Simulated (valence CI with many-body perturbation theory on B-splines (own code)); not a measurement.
**Ta XLII: electric-dipole lines**

Method: configuration interaction combined with many-body perturbation theory (CI+MBPT): four valence electrons over a frozen Dirac-Fock core [Ar] 3d10, radial functions for each j: 11 s, 11 p, 9 d, 7 f, 5 g, 2 h, 1 i, with the one-electron correlation potential Σ1 (screened to all orders), the two-electron term Σ2, the three-electron term Σ3, Breit, model QED; selected single and double excitations, second order for the rest (own B-spline code, finite nucleus).

The last digits are not significant, and no measured levels were compared; by estimate large intervals hold to a few tenths of a per cent, small ones and those within an open d or f shell to about a per cent.

Lines 151 to 200 of 226 in falling wavelength, among levels below 34.835 Ry, chosen from the strongest by gf and those to the six lowest levels. Wavelengths and rates use the calculated energies. Electric multipoles are in the length gauge, E1 and E2 with the static RPA response of the core. Weak lines are less certain than strong ones. Lines between different terms over intervals too small for the method are left out, as are lines whose strength nearly cancels. Where a level lies close to another of its J and parity, the split of strength between their lines is uncertain. The highest levels of a list are the least certain.

Levels are named by their leading jj configuration (3d3/2^4 stands for four electrons in 3d with j = 3/2), which in mixed levels can hold well under half, so a name can repeat and another be missing. Letters in brackets count levels of one name in rising energy.

```tsv
λ vac (Å)	Upper	Lower	A (s⁻¹)	S (a.u.)
63.26	(4s 4p1/2 4p3/2 4d3/2) J=1 [c]	(4s^2 4p1/2 4d3/2) J=2	4.53e+11	1.70e-01
63.05	(4s 4p3/2^3) J=1	(4s^2 4p3/2^2) J=0	5.92e+11	2.20e-01
62.99	(4s 4p1/2 4p3/2 4d5/2) J=4 [c]	(4s^2 4p1/2 4d5/2) J=3	7.82e+10	8.69e-02
62.97	(4s 4p1/2 4p3/2^2) J=1 [a]	(4s^2 4p1/2 4p3/2) J=1	3.27e+11	1.21e-01
62.96	(4s 4p1/2 4p3/2^2) J=1 [b]	(4s^2 4p1/2 4p3/2) J=2	5.16e+11	1.91e-01
62.31	(4s 4p1/2 4p3/2 4d3/2) J=2 [e]	(4s^2 4p1/2 4d3/2) J=1	7.29e+11	4.35e-01
62.10	(4s 4p1/2 4p3/2^2) J=2 [b]	(4s^2 4p1/2 4p3/2) J=1	2.11e+09	1.25e-03
62.06	(4s 4p1/2 4p3/2 4d5/2) J=2 [a]	(4s^2 4p1/2 4d3/2) J=2	1.84e+10	1.09e-02
61.99	(4s 4p1/2 4p3/2 4d5/2) J=1 [b]	(4s 4p1/2 4p3/2^2) J=2 [a]	4.05e+10	1.43e-02
61.65	(4s 4p1/2 4p3/2^2) J=1 [b]	(4s^2 4p1/2 4p3/2) J=1	3.05e+11	1.06e-01
61.46	(4s 4p1/2 4p3/2 4d5/2) J=2 [c]	(4s^2 4p1/2 4d5/2) J=3	2.07e+11	1.19e-01
61.36	(4p1/2^2 4p3/2^2) J=2	(4s 4p1/2^2 4p3/2) J=2	1.29e+11	7.36e-02
61.30	(4s 4p1/2 4p3/2 4d5/2) J=3 [c]	(4s 4p1/2 4p3/2^2) J=2 [a]	2.83e+10	2.25e-02
61.03	(4s 4p1/2 4p3/2 4d5/2) J=1 [a]	(4s^2 4p1/2 4d3/2) J=2	1.10e+11	3.71e-02
60.66	(4s 4p1/2 4p3/2 4d5/2) J=3 [d]	(4s^2 4p1/2 4d5/2) J=3	1.76e+11	1.36e-01
60.39	(4s 4p1/2 4p3/2 4d3/2) J=3 [c]	(4s^2 4p1/2 4d3/2) J=2	9.45e+11	7.19e-01
60.26	(4s 4p3/2^3) J=1	(4s^2 4p3/2^2) J=2	6.41e+11	2.08e-01
60.17	(4s 4p1/2 4p3/2 4d5/2) J=1 [c]	(4s 4p1/2 4p3/2^2) J=2 [a]	4.83e+10	1.56e-02
60.07	(4s 4p1/2 4p3/2 4d5/2) J=2 [d]	(4s^2 4p1/2 4d5/2) J=3	6.06e+10	3.24e-02
59.08	(4s 4p1/2 4p3/2 4d5/2) J=2 [b]	(4s^2 4p1/2 4d3/2) J=2	2.26e+10	1.15e-02
58.56	(4s 4p1/2 4p3/2 4d5/2) J=2 [d]	(4s 4p1/2 4p3/2^2) J=2 [a]	6.54e+10	3.24e-02
57.22	(4s 4p1/2 4p3/2 4d3/2) J=2 [e]	(4s^2 4p1/2 4d3/2) J=2	2.51e+11	1.16e-01
54.37	(4s 4p1/2 4p3/2 4d3/2) J=1 [a]	(4s 4p1/2^2 4p3/2) J=2	1.24e+10	2.95e-03
54.26	(4s 4p1/2 4p3/2 4d3/2) J=2 [a]	(4s 4p1/2^2 4p3/2) J=2	6.96e+10	2.74e-02
53.82	(4s 4p1/2 4p3/2 4d3/2) J=3 [a]	(4s 4p1/2^2 4p3/2) J=2	3.14e+10	1.69e-02
52.91	(4s 4p1/2 4p3/2 4d3/2) J=2 [c]	(4s 4p1/2^2 4p3/2) J=1	1.07e+11	3.90e-02
52.31	(4s 4p1/2 4p3/2 4d3/2) J=2 [d]	(4s 4p1/2^2 4p3/2) J=1	2.83e+11	9.99e-02
52.17	(4s 4p1/2 4p3/2 4d3/2) J=1 [c]	(4s 4p1/2^2 4p3/2) J=1	6.07e+10	1.28e-02
51.60	(4s^2 4p1/2 4f5/2) J=3	(4s 4p1/2^2 4p3/2) J=2	4.56e+08	2.17e-04
50.88	(4s 4p1/2 4p3/2 4d3/2) J=2 [b]	(4s 4p1/2^2 4p3/2) J=2	9.75e+09	3.17e-03
50.64	(4s 4p1/2 4p3/2 4d5/2) J=1 [a]	(4s 4p1/2^2 4p3/2) J=1	2.88e+11	5.54e-02
50.41	(4s^2 4p3/2 4d3/2) J=2	(4s^2 4p1/2 4p3/2) J=2	7.60e+11	2.40e-01
50.24	(4s 4p1/2 4p3/2 4d3/2) J=3 [b]	(4s 4p1/2^2 4p3/2) J=2	9.00e+11	3.94e-01
50.18	(4s^2 4p3/2 4d3/2) J=1	(4s^2 4p1/2 4p3/2) J=2	1.53e+11	2.87e-02
49.93	(4s^2 4p3/2 4d3/2) J=3	(4s^2 4p1/2 4p3/2) J=2	1.07e+12	4.60e-01
49.85	(4s 4p1/2 4p3/2 4d3/2) J=2 [c]	(4s 4p1/2^2 4p3/2) J=2	9.07e+11	2.77e-01
49.65	(4s 4p1/2 4p3/2 4d3/2) J=1 [b]	(4s 4p1/2^2 4p3/2) J=2	9.40e+11	1.70e-01
49.57	(4s^2 4p3/2 4d3/2) J=2	(4s^2 4p1/2 4p3/2) J=1	5.74e+11	1.73e-01
49.44	(4s 4p1/2 4p3/2 4d3/2) J=1 [d]	(4s 4p1/2^2 4p3/2) J=1	1.04e+12	1.87e-01
49.34	(4s^2 4p3/2 4d3/2) J=1	(4s^2 4p1/2 4p3/2) J=1	9.85e+11	1.75e-01
49.32	(4s 4p1/2 4p3/2 4d3/2) J=2 [d]	(4s 4p1/2^2 4p3/2) J=2	3.59e+11	1.06e-01
49.19	(4s 4p1/2 4p3/2 4d3/2) J=1 [c]	(4s 4p1/2^2 4p3/2) J=2	2.13e+11	3.75e-02
49.17	(4s^2 4p1/2 4d3/2) J=1	(4s^2 4p1/2^2) J=0	1.49e+12	2.63e-01
49.17	(4s^2 4p3/2 4d3/2) J=0	(4s^2 4p1/2 4p3/2) J=1	1.09e+12	6.40e-02
49.11	(4s 4p1/2 4p3/2 4d3/2) J=0 [b]	(4s 4p1/2^2 4p3/2) J=1	9.47e+11	5.54e-02
48.90	(4s^2 4p1/2 4f7/2) J=3	(4s 4p1/2^2 4p3/2) J=2	3.40e+10	1.37e-02
48.64	(4s^2 4p3/2 4d5/2) J=2	(4s^2 4p1/2 4p3/2) J=2	3.66e+08	1.04e-04
48.47	(4s 4p1/2 4p3/2 4d5/2) J=2 [a]	(4s 4p1/2^2 4p3/2) J=2	8.23e+09	2.31e-03
48.00	(4s 4p1/2 4p3/2 4d3/2) J=2 [e]	(4s 4p1/2^2 4p3/2) J=1	7.36e+11	2.01e-01
47.85	(4s^2 4p3/2 4d5/2) J=2	(4s^2 4p1/2 4p3/2) J=1	3.60e+08	9.73e-05
```
